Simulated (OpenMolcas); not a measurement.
## Ions of charge +2 along the 3d row with 6 sulfide ligands in octahedral coordination

```
Program             : OpenMolcas 26.06
Method              : CASSCF
Spin-orbit coupling : RASSI with atomic mean-field integrals over the reference wave functions
```

The d shell is active. Anionic complexes are neutralised by point charges behind the ligands. Distances were set from a Shannon-type radius of the metal (high-spin where two are listed) plus a fixed donor radius (S 1.78 Å). Ligand basis ANO-RCC-VDZP, DKH2 Hamiltonian. States (labels of O, the rotations of Oh). Energies in cm-1 above the lowest state or level, χT in cm3 K/mol; under a threefold ground state the first gap can be a small split of the lowest multiplet, not the spin-orbit step; 10Dq is the gap between the two states. Spin-only χT is S(S+1) / 2 for the spin of the ground state.

```csv
Ion,Shell,R (Å),Metal basis,Outer charge (e at Å behind ligand),Ground state,First state of that spin,10Dq,First gap with spin-orbit (degeneracies),χT at 300 K,First state of another spin,Spin-only χT
Ti2+,3d2,2.64,ANO-RCC-VTZP,1.7 at 2.4,3T1,3T2 1018,,"22.7 (2, 3)",1.201,1T2 10577,1.000
V2+,3d3,2.57,ANO-RCC-VTZP,1.7 at 2.4,4A2,4T2 1640,,"1591 (4, 2)",1.738,2E 15208,1.875
Fe2+,3d6,2.56,ANO-RCC-VTZP,1.7 at 2.6,5T2,5E 1490,,"151.7 (3, 2)",4.577,3T1 20835,3.000
Ni2+,3d8,2.47,ANO-RCC-VDZP,1.7 at 3.2,3A2,3T2 2366,,"2088 (3, 2)",2.138,1E 16780,1.000
Cu2+,3d9,2.51,ANO-RCC-VTZP,1.7 at 2.8,2E,2T2 1737,1737,"1314 (4, 2)",1.013,,0.375
```

The rows also differ in their metal basis and outer charges, so part of each step comes from that.

Every ion keeps the highest spin of its shell. χT departs most from the spin-only value for Fe2+, by +1.577 cm3 K/mol.

The sulfide ions are held by bare point charges, a crude embedding. Ligand-to-metal charge-transfer states are missing. An orbital triplet at a regular site is open to Jahn-Teller coupling, which can distort the site and quench the lowest spin-orbit gaps and is left out (holds for Ti2+; Fe2+). Without dynamic correlation the repulsion within the d shell is too large (B by tens of per cent), so at a given field states of lower spin stand too high (holds for Ti2+; V2+; Fe2+; Ni2+). With no ligand orbital active B as a rule stays too high, so bands that hang on it stand too high and its fall with covalency is understated (holds for Ti2+; V2+; Fe2+; Ni2+). With metal d orbitals alone and no dynamic correlation the field as a rule comes out too small, by tens of per cent, by up to half for chloride and softer ligands (holds for Ti2+; V2+). CASSCF with metal d orbitals alone favours high spin, so a ground state of lower spin is not ruled out (holds for Fe2+). With oxide or sulfide held by bare charges the field of late divalent 3d ions can come out several times too small, and g and χT far too large (holds for Fe2+; Ni2+; Cu2+). With metal d orbitals alone and no dynamic correlation the field as a rule comes out too small, by tens of per cent, by up to half for chloride and softer ligands, and with too little covalency χT stands high (holds for Fe2+). With metal d orbitals alone and no dynamic correlation the field as a rule comes out too small, by tens of per cent, by up to half for chloride and softer ligands, and the orbital part of g and χT, which goes as 1/10Dq, too large (holds for Ni2+; Cu2+). An orbital doublet at a regular site is open to a Jahn-Teller distortion, which this geometry leaves out (holds for Cu2+). No measured value stands beside these numbers; the geometry was imposed, not optimised, and the real ion may take another.
